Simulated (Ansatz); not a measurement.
Kohn–Sham single points on FGeH₅O₂Si, SMILES `O[SiH](F)[O][GeH3]`.

```yaml
crystal:
  periodic: [false, false, false]
  atoms:
    - {symbol: O, position_ang: [-1.635457, 0.649421, 0.560899]}
    - {symbol: Si, position_ang: [-0.096712, 1.192909, 0.613362]}
    - {symbol: F, position_ang: [0.434727, 1.031793, 2.109279]}
    - {symbol: O, position_ang: [0.776844, 0.316721, -0.407612]}
    - {symbol: Ge, position_ang: [0.705184, -1.370034, -0.990857]}
    - {symbol: H, position_ang: [-2.231286, 0.883298, 1.273387]}
    - {symbol: H, position_ang: [0.025617, 2.621295, 0.280960]}
    - {symbol: H, position_ang: [-0.353713, -1.433480, -2.098569]}
    - {symbol: H, position_ang: [0.347478, -2.282577, 0.190458]}
    - {symbol: H, position_ang: [2.110417, -1.660346, -1.528407]}
basis:
  gaussian: {orbitals: def2-TZVPP}
hamiltonian: {xc: {name: wB97X-V}}
output: {orbitals: {seedname: orbitals}}
```

```sh
$ ansatz run in.yaml --threads 4 --pin off --events-out ev --progress --plain --max-ram 10444MiB
```

Output, abridged:

```
Functional definition: wB97X-V
1433 factors; their error is unknown
298 factors; integrals over basis functions are off by at most 7.9e-6 eV
mean field evaluation 1: about -71280.4766 eV, gradient 7.1e1 eV
mean field evaluation 2: about -71278.7814 eV, gradient 8.0e1 eV
mean field evaluation 4: about -71287.9343 eV, gradient 3.5e0 eV
mean field evaluation 8: about -71287.9633 eV, gradient 7.4e-2 eV
mean field evaluation 16: about -71288.1590 eV, gradient 1.1e-4 eV
mean field -71288.15896935 eV, -2619.7915212738 hartree, gradient 1.7e-5 eV, S^2 0.000000; 0 other end points of the search recorded, 0 dependent functions left out
reference -71288.15896721 eV, -2619.7915211954 hartree; 38, 38 occupied and 215, 215 virtual orbitals, 1433 factors
Total energy: -71288.15896721 eV, -2619.7915211954 hartree
```

It took 5.5 s on 4 threads of an INTEL XEON PLATINUM 8581C on a shared host, with 0.92 GiB of host memory at the peak.

Changing it to `hamiltonian: {xc: {name: LC-wPBE}}` (abridged; 2.2 s):

```
Functional definition: LC-wPBE
mean field evaluation 16: about -71283.2058 eV, gradient 1.0e-4 eV
mean field -71283.20584394 eV, -2619.6094972724 hartree, gradient 1.8e-5 eV, S^2 0.000000
Total energy: -71283.20584395 eV, -2619.6094972727 hartree
```

Changing it to `hamiltonian: {xc: {name: BHLYP}, dispersion: d4}` (abridged; 2.7 s):

```
Functional definition: BHLYP
mean field evaluation 16: about -71293.5308 eV, gradient 1.6e-4 eV
mean field -71293.53084505 eV, -2619.9889340647 hartree, gradient 4.7e-5 eV, S^2 0.000000
Total energy: -71293.81397027 eV, -2619.9993387246 hartree
```

With the line `hamiltonian: {xc: hse06, dispersion: d4}` (abridged; 2.8 s):

```
Functional definition: HSE06
mean field evaluation 16: about -71278.8137 eV, gradient 1.0e-4 eV
mean field -71278.81366902 eV, -2619.4480878214 hartree, gradient 1.9e-5 eV, S^2 0.000000
Total energy: -71278.98728214 eV, -2619.4544679859 hartree
```

Changing it to `hamiltonian: {xc: lda}` (abridged; 1 s):

```
Functional definition: SPW92
mean field evaluation 16: about -71132.0376 eV, gradient 6.4e-5 eV
mean field -71132.03758520 eV, -2614.0541662295 hartree, gradient 6.8e-5 eV, S^2 0.000000
Total energy: -71132.03762729 eV, -2614.0541677761 hartree
```

With the line `hamiltonian: {xc: r2scan, dispersion: d4}` and forces (abridged; 2.8 s):

```
Functional definition: r2SCAN
mean field evaluation 16: about -71292.8412 eV, gradient 1.4e-4 eV
mean field -71292.84118362 eV, -2619.9635894746 hartree, gradient 5.8e-5 eV, S^2 0.000000
Total energy: -71292.89399270 eV, -2619.9655301725 hartree
Atom 0 force    -0.032853    -0.031564    -0.034566 eV/Å
Atom 1 force    -0.016406     0.076575     0.016135 eV/Å
Atom 2 force     0.027233    -0.003739     0.044897 eV/Å
Atom 3 force     0.060838    -0.000990    -0.054678 eV/Å
Atom 4 force    -0.006687    -0.067813    -0.019850 eV/Å
Atom 5 force    -0.023905     0.006491     0.019371 eV/Å
Atom 6 force     0.004111    -0.038082    -0.000687 eV/Å
Atom 7 force     0.041160     0.003956     0.047911 eV/Å
Atom 8 force     0.011279     0.037146    -0.043986 eV/Å
Atom 9 force    -0.064770     0.018019     0.025453 eV/Å
Dipole moment:    -0.221706    -0.162250    -0.074976 e Å
```

HSE06 is the plane-wave form, built on full-range PBE exchange.
